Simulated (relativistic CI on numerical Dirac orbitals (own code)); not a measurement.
# Radial parameters of P⁶⁺

Calculated at this level of theory: Dirac-Coulomb-Breit CI, orbitals from a KLI potential per configuration, QED by a radiative potential, unscaled Slater integrals (own radial code, finite nucleus).

Slater integrals F^k, G^k are unscaled and averaged over j, outside the closed core 1s2; ζ comes from projecting the Hamiltonian with its Breit term on Σ l·s of the shell.

- 2s2 2p5: ζ(2p) = 4807.1 cm⁻¹; <r>(2p) = 0.458, <r^2>(2p) = 0.2592 (bohr units).
- 2s2 2p4 3s: F^2(2p,2p) = 212310, ζ(2p) = 5172.3, G^1(2p,3s) = 17380 cm⁻¹; <r>(2p) = 0.4429, <r^2>(2p) = 0.2416, <r>(3s) = 1.363, <r^2>(3s) = 2.109 (bohr units).
- 2s2 2p4 3p: F^2(2p,2p) = 211920, ζ(2p) = 5174.6, F^2(2p,3p) = 40971, G^0(2p,3p) = 16721, G^2(2p,3p) = 17479, ζ(3p) = 867.74 cm⁻¹; <r>(2p) = 0.4437, <r^2>(2p) = 0.2425, <r>(3p) = 1.408, <r^2>(3p) = 2.274 (bohr units).

Averages of the first 10 configurations, taken without configuration mixing, which lowers the lowest level and can move excited configurations by several eV; other configurations of the list can lie among them:

| Configuration | Parity | States | Average energy above the lowest level (eV) |
| --- | --- | --- | --- |
| 2s2 2p5 | odd | 6 | 0.5 |
| 2s 2p6 | even | 2 | 59.0 |
| 2s2 2p4 3s | even | 30 | 159.7 |
| 2s2 2p4 3p | odd | 90 | 172.3 |
| 2s2 2p4 3d | even | 150 | 188.1 |
| 2p6 3s | even | 2 | 276.5 |
| 2p6 3p | odd | 6 | 287.9 |
| 2s 2p5 3s | odd | 24 | 213.5 |
| 2p6 3d | even | 10 | 303.4 |
| 2s2 2p4 4s | even | 30 | 211.9 |
